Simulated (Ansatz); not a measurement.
Consider the redistribution: `O=C[SiH2]O[SiH3]` + `[CH3][GaH][NH2]` → `[NH2][GaH][SiH2]C=O` + `CO[SiH3]`.

Gas-phase electronic energies from Ansatz, PBE0-D4/def2-TZVP geometries. CCSD(T)/CBS adds triple-zeta CCSD(T) − MP2 to the extrapolated MP2 energy (def2 sets, frozen cores). For Ga outer-core shells are correlated without core-valence functions, which leaves a few kJ/mol of doubt a bond. Scalar relativity is left out up to krypton. Each species was taken in one conformer, which may not be the lowest.

`O=C[SiH2]O[SiH3]`:

Z-matrix (Å, degrees):
```
Si
C 1 1.920
O 1 1.620 2 107.1
H 1 1.486 2 108.9 3 120.4
H 1 1.486 2 108.8 3 -120.4
O 2 1.208 1 119.2 3 -0.1
H 2 1.116 1 121.5 3 180.0
Si 3 1.648 1 143.9 2 -0.5
H 8 1.485 3 106.2 1 -179.4
H 8 1.482 3 110.7 1 62.1
H 8 1.482 3 110.7 1 -61.0
```

`[CH3][GaH][NH2]`:

Z-matrix (Å, degrees):
```
C
Ga 1 1.962
H 1 1.093 2 110.5
H 1 1.093 2 110.4 3 118.4
H 1 1.091 2 111.7 3 -120.8
N 2 1.819 1 118.1 3 121.0
H 2 1.566 1 126.4 3 -59.0
H 6 1.006 2 124.0 1 -180.0
H 6 1.006 2 124.3 1 -0.0
```

`[NH2][GaH][SiH2]C=O`:

Z-matrix (Å, degrees):
```
Si
Ga 1 2.410
C 1 1.928 2 107.8
H 1 1.486 2 112.9 3 -119.2
H 1 1.491 2 111.0 3 117.0
N 2 1.815 1 115.9 3 -97.6
H 2 1.563 1 127.3 3 80.4
O 3 1.204 1 123.3 2 -92.0
H 3 1.118 1 117.3 2 85.9
H 6 1.006 2 124.2 1 -3.4
H 6 1.006 2 123.9 1 179.0
```

`CO[SiH3]`:

Z-matrix (Å, degrees):
```
C
O 1 1.408
H 1 1.091 2 108.3
H 1 1.096 2 111.5 3 119.2
H 1 1.096 2 111.5 3 -119.2
Si 2 1.642 1 122.4 3 -179.7
H 6 1.481 2 106.5 1 179.8
H 6 1.490 2 110.9 1 59.7
H 6 1.490 2 110.9 1 -60.1
```

```csv
level,ΔE (kJ/mol)
MP2/def2-TZVPP,192.6
CCSD/CBS(def2),186.6
```

Q: What does CCSD(T)/CBS give? (Best estimate.)

A: Computed: +183.5 kJ/mol. The listed levels differ from it by 9.1, 3.1 kJ/mol.

Largest T1 diagnostic among the species: 0.016.

From PBE to PBE0 (25 % exact exchange), in def2-TZVPP and without D4, ΔE moves by +13.3 kJ/mol. The D4 term adds +3.2 kJ/mol with B3LYP and +1.6 kJ/mol with PBE0; it sums over pairs of atoms, weighted by their polarisabilities, and B3LYP, whose exchange is more repulsive, gets the larger term.

B3LYP here is the variant with VWN-RPA as its local correlation; programs differ in this.
